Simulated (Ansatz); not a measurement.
`C[SiH2]NC=S` and `C[SiH2][NH][ZnH]` differ in one atom or group.

Ansatz, PBE0-D4/def2-TZVP geometries, multiplicity 1. Each molecule was computed in one conformer, which needn't be the lowest.

Scalar relativity is left out up to krypton.

```tsv
property	`C[SiH2]NC=S`
LUMO energy (PBE/def2-TZVPP) / eV	-2.13
size of the dipole moment (ωB97M-V/def2-TZVPP) / D	3.39
HOMO–LUMO gap (ωB97M-V/def2-TZVPP) / eV	9.40
HOMO–LUMO gap (PBE/def2-TZVPP) / eV	3.07
HOMO energy (B3LYP/def2-TZVPP) / eV	-6.13
HOMO–LUMO gap (B3LYP/def2-TZVPP) / eV	4.70
```

Question: What does the change do to each property? (Best estimate.)

Answer: Ansatz gave: 
| property | `C[SiH2][NH][ZnH]` | shift |
| --- | --- | --- |
| LUMO energy (PBE/def2-TZVPP) / eV | -1.19 | 0.94 |
| size of the dipole moment (ωB97M-V/def2-TZVPP) / D | 0.98 | -2.41 |
| HOMO–LUMO gap (ωB97M-V/def2-TZVPP) / eV | 10.16 | 0.76 |
| HOMO–LUMO gap (PBE/def2-TZVPP) / eV | 4.50 | 1.43 |
| HOMO energy (B3LYP/def2-TZVPP) / eV | -6.75 | -0.62 |
| HOMO–LUMO gap (B3LYP/def2-TZVPP) / eV | 6.04 | 1.34 |

With PBE0 the HOMO falls by 0.57 eV and the LUMO rises by 0.79 eV, so the gap widens by about 1.36 eV. PBE moves the HOMO by -0.49 eV and ωB97M-V by -0.71 eV. Dipoles are sizes alone; their direction can turn.

B3LYP here is the variant with VWN-RPA as its local correlation; programs differ in this.
